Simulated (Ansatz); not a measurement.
`FC1=C[SiH2]O1`. Total charge 0; spin multiplicity 1.

```xyz
8

F    -1.045    1.726   -1.285
C    -0.468    0.782   -0.588
C    -0.792    0.222    0.590
Si    0.713   -0.753    0.265
O     0.651    0.271   -1.137
H    -1.621    0.431    1.240
H     1.949   -0.504    1.039
H     0.614   -2.177   -0.124
```

What are the harmonic wavenumbers in cm⁻¹ at PBE0-D4/def2-TZVP (Ansatz, finite differences of forces, unscaled)? (Best estimate.)

Computed: 175, 453, 559, 587, 649, 690, 699, 728, 765, 837, 978, 1034, 1077, 1356, 1643, 2259, 2266, 3316.

Is this a minimum?

Yes, all 18 modes are real.

Give the ideal-gas thermochemistry at 298.15 K and 1 bar (rigid rotor, harmonic oscillator; point group Cs, symmetry number 1).

Zero-point energy 120.0 kJ/mol; H(298) − E = 135.1 kJ/mol; entropy 297.5 J/(mol·K), of which translation 165.0, rotation 106.8, vibration 25.7; G(298) − E = 46.4 kJ/mol.

And at 400, 500, 600, 800 and 1000 K?


```
T (K)  H − E (kJ/mol)  S (J/mol/K)  G − E (kJ/mol)
  400           144.3        324.1            14.7
  500           155.1        348.1           -18.9
  600           167.2        370.1           -54.8
  800           194.1        408.7          -132.8
 1000           223.6        441.6          -218.0
```

Rotational constants (cm⁻¹)?

0.3897, 0.1118, 0.08961.
